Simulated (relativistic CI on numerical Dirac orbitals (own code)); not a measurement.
# Si4+: calculation against measurement

Method of calculation: Dirac-Coulomb-Breit CI, orbitals from a KLI potential per configuration, model QED, valence Slater integrals scaled by 0.85, P86 correlation energy added to each configuration (own radial code, finite nucleus).

Configuration list (outside the closed core 1s2): 2s²2p⁶, 2s²2p⁵3s, 2s²2p⁵3p, 2s²2p⁵3d, 2s²2p⁵4s, 2s²2p⁵4p, 2s²2p⁵4d, 2s²2p⁵4f, 2s2p⁶3s, 2s²2p⁴3s², 2s2p⁶3p, 2s²2p⁴3s3p, 2s2p⁶3d, 2s²2p⁴3p², 2s²2p⁴3s3d, 2s²2p⁴3p3d. Levels of other configurations are missing.

```
Configuration  Term (tabulated)  J  Measured (cm⁻¹)  Computed  Error  Purity (%)
       2s²2p⁶                1S  0              0.0         0      0         100
     2s²2p⁵3s               3P°  2         838017.4    837193   -824         100
     2s²2p⁵3s               3P°  1         840590.0    839672   -918          88
     2s²2p⁵3s               3P°  0         843070.6    842209   -862         100
     2s²2p⁵3s               1P°  1         848511.2    846997  -1514          88
     2s²2p⁵3p                3S  1         906252.3    908023   1771          98
     2s²2p⁵3p                3D  3         917928.5    917595   -334         100
     2s²2p⁵3p                3D  2         918959.4    918507   -453          83
     2s²2p⁵3p                3D  1         920863.9    920389   -475          81
     2s²2p⁵3p                3P  1         928405.4    927155  -1250          66
     2s²2p⁵3p                1S  0         962950.0    964500   1550          96
     2s²2p⁵3d               3P°  0        1017629.0   1017178   -451         100
     2s²2p⁵3d               3P°  1        1018235.5   1017768   -468          98
     2s²2p⁵3d               3P°  2        1019537.4   1019018   -519          93
     2s²2p⁵3d               3F°  4        1021384.0   1020655   -729         100
     2s²2p⁵3d               3F°  3        1022351.0   1021627   -724          77
     2s²2p⁵3d               3F°  2        1024240.0   1023372   -868          75
     2s²2p⁵3d               3D°  1        1029407.0   1028040  -1367          92
     2s²2p⁵3d               3D°  3        1029875.0   1028638  -1237          61
     2s²2p⁵3d               3D°  2        1030414.0   1029053  -1361          60
     2s²2p⁵3d               1P°  1        1036915.0   1036789   -126          92
     2s²2p⁵4d           2[1/2]°  0        1163210.0   1161158  -2052         100
     2s²2p⁵4d           2[3/2]°  2        1164459.0   1162387  -2072          79
     2s²2p⁵4d           2[7/2]°  4        1164645.0   1162449  -2196         100
     2s²2p⁵4d           2[5/2]°  2        1166166.0   1164032  -2134          44
     2s²2p⁵4d           2[5/2]°  2        1170425.0   1168255  -2170          56
     2s²2p⁵4d           2[3/2]°  2        1170743.0   1168599  -2144          48
     2s²2p⁵4f            2[3/2]  1        1172483.0   1172106   -377         100
```

Measured levels from NIST levels in Kelleher and Podobedova, J. Phys. Chem. Ref. Data 37, 1285 (2008); Martin and Zalubas, J. Phys. Chem. Ref. Data 12, 323 (1983); pairs were made by configuration, J and term (by order where the table uses no LS term), so strongly mixed levels may be paired wrongly.

Mean error by configuration (cm⁻¹): 2s²2p⁵3s -1029; 2s²2p⁵3p 135; 2s²2p⁵3d -785; 2s²2p⁵4d -2128; 2s²2p⁵4f -377. Over the excited levels the mean absolute error is 1146 cm⁻¹ (27 of the 41 excited levels that our extract of the source holds in range could be paired, and the others can miss by more), and the median relative error of those above 1,000 cm⁻¹ is 0.11 %.
